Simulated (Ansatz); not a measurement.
Cost and result up the ladder for the cluster Cd₂SeF₂ (the lowest singlet isomer of a short search) (5 atoms). Total charge 0; singlet. Geometry: PBE-D4/def2-SVP.

Cartesian coordinates in Å:
```
Cd -1.509 0.850 -0.161
Cd 1.286 -1.168 0.080
Se -1.084 -1.549 -0.394
F 3.179 -0.890 0.454
F -1.873 2.756 0.021
```

Ansatz on 4 threads of Intel Xeon on a shared host. Times are rough, and most runs start from the orbitals of an earlier one. r2SCAN0-D4/def2-TZVP serves as the yardstick here, not as an exact answer. Differences are given only for rows in sets of like size (and for xTB, whose basis is part of the method), since another set adds its own error. Binding counts from free atoms at the same level (Cd singlet, Se triplet, F doublet; other spins of the atoms weren't run), without zero-point energy or a counterpoise term.

In the def2 sets Cd takes a core potential; there is no spin–orbit coupling. LC-ωPBE has ω = 0.4 bohr⁻¹. HSE06 is defined as in plane-wave codes, on full-range PBE exchange. Correlated methods freeze 11 core orbitals; core or outer-core shells of Cd, Se are correlated, in sets that lack core-valence functions. The rows differ in basis, and correlated rows in double-zeta sets carry the largest basis error. The structure comes from a short search, and lower isomers may exist.

Correlated methods converge slowly with the basis, most of all in double-zeta sets.

| level | functions | wall time | binding energy per atom (eV) | difference from r2SCAN0-D4/def2-TZVP (eV) |
| --- | --- | --- | --- | --- |
| PBE-D4/def2-SVP | 122 | 0.9 s | 2.25 | – |
| PBE-D4/def2-TZVPD | 217 | 1.7 s | 2.23 | 0.16 |
| PBE0-D4/def2-SVP | 122 | 1.7 s | 2.12 | – |
| LC-ωPBE/def2-TZVP | 190 | 1.9 s | 2.26 | 0.19 |
| HF/def2-TZVP | 190 | 2 s | 1.28 | -0.79 |
| MP2/def2-TZVP | 190 | 2.3 s | 2.23 | 0.15 |
| HSE06-D4/def2-TZVP | 190 | 2.4 s | 2.11 | 0.04 |
| r2SCAN-D4/def2-TZVP | 190 | 2.7 s | 2.20 | 0.12 |
| PBE0-D4/def2-TZVP (with forces) | 190 | 3.2 s | 2.11 | 0.04 |
| PBE0-D4/def2-TZVPD | 217 | 3.2 s | 2.13 | 0.05 |
| r2SCAN0-D4/def2-TZVP | 190 | 3.6 s | 2.07 | 0.00 |
| RPA@PBE/def2-TZVP | 190 | 3.7 s | 1.84 | -0.23 |
| PBE-QIDH/def2-TZVP | 190 | 4 s | 2.13 | 0.06 |
| CCSD(T)/def2-SVP | 122 | 24 s | 1.94 | – |
